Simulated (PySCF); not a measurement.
A GIAO shielding run with PySCF 2.14.0 with density-fitted response routines (density fitting, non-relativistic, gas phase) on SMILES [SiH3]O[SiH2][Si@@H]1CS[Si@H]1[SiH3], CH₁₂OSSi₅:

```
$ OMP_NUM_THREADS=1 python probes_run.py task.json out

{"job": {"kind": "nmr", "xc": "PBE0", "basis": "pcSseg-1"}, "charge": 0, "multiplicity": 1}
Si     3.043045     2.191269    -0.198114
O      2.681304     0.618862    -0.272460
Si     2.191472    -0.889108    -0.621501
Si     0.126647    -0.980200     0.401857
C     -0.803636    -2.650748     0.138798
S     -2.455785    -2.153735    -0.482115
Si    -1.886455    -0.040092    -0.386100
Si    -3.449422     1.215135     0.788373
H      4.285245     2.278437     0.563182
H      1.913484     2.824933     0.483381
H      3.194419     2.677737    -1.566886
H      2.183055    -0.998860    -2.085388
H      3.263157    -1.751505    -0.109008
H      0.192515    -0.798040     1.875512
H     -0.359922    -3.308576    -0.606709
H     -0.955174    -3.232317     1.044683
H     -1.817918     0.392339    -1.797686
H     -2.995638     2.610040     0.768952
H     -3.549471     0.813375     2.193750
H     -4.806068     1.191734     0.237173
```

Hardware: 1 thread of an Arm Neoverse N1, shared host. The job also computes population analyses, field gradients, ring-centre shieldings.

**Question.** How large is the calculation?

**Answer.** 112 electrons, 238 basis functions and 1382 auxiliary functions.

**Question.** How long does it take, and how much memory does it need?

**Answer.** 2 min of wall time, with 13 SCF cycles and 5 response iterations; peak memory 1.1 GiB. Times on a shared host scatter by some tens of per cent.
